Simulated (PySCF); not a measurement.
## Vertical excitation energies

Species: SiCl3(OiPr), C3H7Cl3OSi.
Bonds: Si1–Cl2, Si1–Cl3, Si1–Cl4, Si1–O5, O5–C6, C6–C7, C6–C8. Hydrogens: H9 on C6; H10, H11, H12 on C7; H13, H14, H15 on C8.

Computed, not measured: TDDFT B3LYP/def2-SVPD, vertical, gas phase, core orbitals frozen in the response in PySCF. One conformer (not necessarily the lowest) at the PBE0-D3(BJ)/def2-SVP geometry, without solvent, vibrations or thermal averaging.

```csv
state,E (eV),λ (nm),f,|μ| (D),"main configurations (H = HOMO, L = LUMO)"
S1,6.99,177.3,0.0006,0.15,H→L (97%)
S2,7.26,170.8,0.0003,0.11,H-1→L (96%)
S3,7.49,165.6,0.020,0.84,"H-2→L (80%), H-3→L (14%)"
S4,7.68,161.4,0.032,1.05,"H-3→L (80%), H-2→L (13%)"
S5,7.90,157.0,0.058,1.39,"H-4→L (76%), H→L+1 (13%)"
S6,7.98,155.4,0.012,0.63,"H→L+1 (79%), H-4→L (15%)"
S7,8.18,151.5,0.038,1.10,"H-5→L (44%), H-6→L (24%), H→L+2 (18%)"
S8,8.21,151.1,0.042,1.16,"H-5→L (42%), H-6→L (29%), H-7→L (10%)"
S9,8.23,150.6,0.033,1.03,"H→L+2 (59%), H-6→L (25%)"
S10,8.31,149.3,0.036,1.07,"H-7→L (75%), H-6→L (12%)"
```

Triplets, Tamm–Dancoff:

```json
{"state": "T1", "E (eV)": "6.76", "λ (nm)": "183.3", "main configurations (H = HOMO, L = LUMO)": "H→L (88%)"}
{"state": "T2", "E (eV)": "6.89", "λ (nm)": "180.0", "main configurations (H = HOMO, L = LUMO)": "H-1→L (90%)"}
{"state": "T3", "E (eV)": "7.14", "λ (nm)": "173.6", "main configurations (H = HOMO, L = LUMO)": "H-3→L (49%), H-2→L (37%)"}
{"state": "T4", "E (eV)": "7.32", "λ (nm)": "169.3", "main configurations (H = HOMO, L = LUMO)": "H-3→L (34%), H-2→L (24%), H-4→L (23%)"}
```

The lowest singlet comes at 177 nm (675 kJ/mol) in the vacuum ultraviolet; it is very weak; its leading configuration is HOMO→LUMO (97%). The strongest level in the table is S5 at 7.90 eV (157 nm, f = 0.058). Löwdin shares by element: HOMO oxygen 41%, carbon 21% or more, chlorine 16% or more (atoms not listed hold the other 22%); LUMO chlorine 67%, silicon 22%. Weighted by f, the mean energy of these states is 8.03 eV. The oscillator strengths of these states sum to 0.272; summed over the whole spectrum of an exact calculation they would give the number of electrons, 98 (Thomas–Reiche–Kuhn). The listed states span 1.31 eV, and the widest gap between neighbours is 0.26 eV (S1 to S2). No computed singlet lies in the visible range (380 to 750 nm); the lowest, at 177 nm, stands 3.73 eV above its violet end (3.26 eV). Only the lowest 10 singlets were computed, as vertical energies without vibronic structure.

Hardware: Arm Neoverse V1, one thread (shared host). Cost: 77 s (with the writing of density and orbital grids), 1.0 GiB resident at most.
